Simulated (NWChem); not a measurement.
Molecule: PbI2, singlet; SMILES [I][Pb][I]

```xyz
3

Pb     0.0000     0.0000     1.0068
I      2.1935     0.0000    -0.7788
I     -2.1935     0.0000    -0.7788
```
Atoms are numbered in this order, from 1.

Results from NWChem. Medium grid unless said otherwise, to which SCAN and Minnesota functionals are sensitive. Low-valent species are run as closed-shell singlets; no triplet was tried in these runs. Geometry: optimised at PBE0/def2-SVP. def2 effective core potentials on I, Pb; no spin-orbit coupling. Total energies of different functionals are on different scales.

```csv
level,energy (Ha),highest occupied level (eV),orbital gap (eV),dipole (D)
B3LYP/def2-SVP,-788.6501,-6.90,3.42,3.73
PBE/def2-SVP,-788.4007,-6.10,2.25,3.46
MN15-L/def2-SVP,-785.8290,[?],[?],3.71
revPBE/def2-SVP,-788.5546,-6.04,2.28,3.55
OLYP/def2-SVP,-789.1761,-5.86,2.31,3.67
TPSSh/def2-SVP,-788.1530,-6.63,3.02,3.84
HCTH/407/def2-SVP,-790.3954,-6.12,2.25,3.56
PW91/def2-SVP,-788.6979,-6.14,2.23,3.44
```

Task: Fill in the missing entries.

Result: 
- MN15-L/def2-SVP, highest occupied level (eV): -6.34
- MN15-L/def2-SVP, orbital gap (eV): 2.56
